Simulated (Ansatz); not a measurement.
Abridged output of a molecular run in Ansatz:

```
Functional definition: HF
1501 factors; integrals over basis functions are off by at most 1.0e-3 eV
mean field evaluation 1: about -10306.4828 eV, gradient 4.1e1 eV
mean field evaluation 2: about -10306.6325 eV, gradient 4.2e1 eV
mean field evaluation 4: about -10310.5389 eV, gradient 3.7e0 eV
mean field evaluation 8: about -10310.6013 eV, gradient 2.8e-1 eV
mean field -10310.60170440 eV, -378.9076238600 hartree, gradient 6.4e-6 eV, S^2 0.000000; 0 other end points of the search recorded, 0 dependent functions left out
7 core orbitals not correlated: weight in the atoms' cores, before any rotation towards them, 1.000 or more for the frozen orbitals, at most 0.000 for the correlated occupied ones
reference -10310.60170440 eV, -378.9076238600 hartree; 17, 17 occupied and 203, 203 virtual orbitals, 1501 factors
second order -23.50970973 eV of doubles, -0.00000000 eV of singles
cycle   1  -23.56900977 eV  change   -5.9e-2 eV  update   1.1e-1
cycle   2  -24.13330959 eV  change   -5.6e-1 eV  update   3.5e-2
cycle   3  -24.27079710 eV  change   -1.4e-1 eV  update   2.0e-2
cycle   4  -24.26217504 eV  change    8.6e-3 eV  update   4.8e-3
cycle   5  -24.25733936 eV  change    4.8e-3 eV  update   2.1e-3
cycle   6  -24.25783356 eV  change   -4.9e-4 eV  update   7.4e-4
cycle   7  -24.25785856 eV  change   -2.5e-5 eV  update   3.2e-4
cycle   8  -24.25770273 eV  change    1.6e-4 eV  update   1.1e-4
cycle   9  -24.25771516 eV  change   -1.2e-5 eV  update   5.1e-5
cycle  10  -24.25776536 eV  change   -5.0e-5 eV  update   2.0e-5
cycle  11  -24.25773977 eV  change    2.6e-5 eV  update   8.9e-6
perturbative correction -0.77536447 eV, -0.0284941186 hartree
Total energy: -10335.63480864 eV, -379.8275734726 hartree
```

Its atoms:

Cartesian coordinates in Å:
```
B 0.7356 -0.7820 -1.1474
C -0.4468 -0.9090 -0.2036
Sn -0.2942 1.0497 0.7343
F 0.4033 0.6251 2.4777
H 1.8439 -1.0334 -0.7679
H 0.5885 -0.3282 -2.2478
H -1.4547 -0.9274 -0.6194
H -0.3508 -1.5543 0.6717
H 0.8172 2.1606 0.0824
H -1.8419 1.6989 1.0201
```

(1) Which basis set was used?
A. def2-TZVPP
B. cc-pV(Q+d)Z
C. def2-TZVPPD
D. def2-SVPD

(2) Write the keys of the input that set method, charge and spin (a neutral closed shell needs none for the last two).

## Answers

(1) A. It gives 227 functions.

(2) 
```yaml
correlation: {method: ccsd_t}
```
